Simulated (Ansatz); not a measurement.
C2H6AlIO. Charge 0, multiplicity 1. Correlated methods include outer-core shells of I, which these sets cover unevenly. I takes the def2 core potential. The bonds changed during the relaxation, so this is another structure than the one it started from.

```xyz
11

C    -0.170    1.452   -0.793
Al    1.008    0.032   -0.123
C    -0.044   -1.184    1.086
O    -1.336   -1.113    1.278
I     0.549   -2.282   -1.312
H    -1.191    1.117   -1.007
H     0.218    1.855   -1.733
H    -0.230    2.291   -0.091
H     2.540    0.213    0.235
H     0.348   -2.045    1.633
H    -1.692   -0.334    0.825
```

Problem. Give the diagnostics of a CCSD(T)/def2-TZVPP run (frozen core, the Gaussian-basis code of Ansatz). (Best estimate.)

Solution. Computed: T1 = 0.0144, largest single amplitude 0.050, largest double 0.035, (T) share of the correlation energy 3.3 %, 11 CCSD cycles. The RHF solution is stable towards an unrestricted one. T1 lies under the customary mark of 0.02 for closed shells.
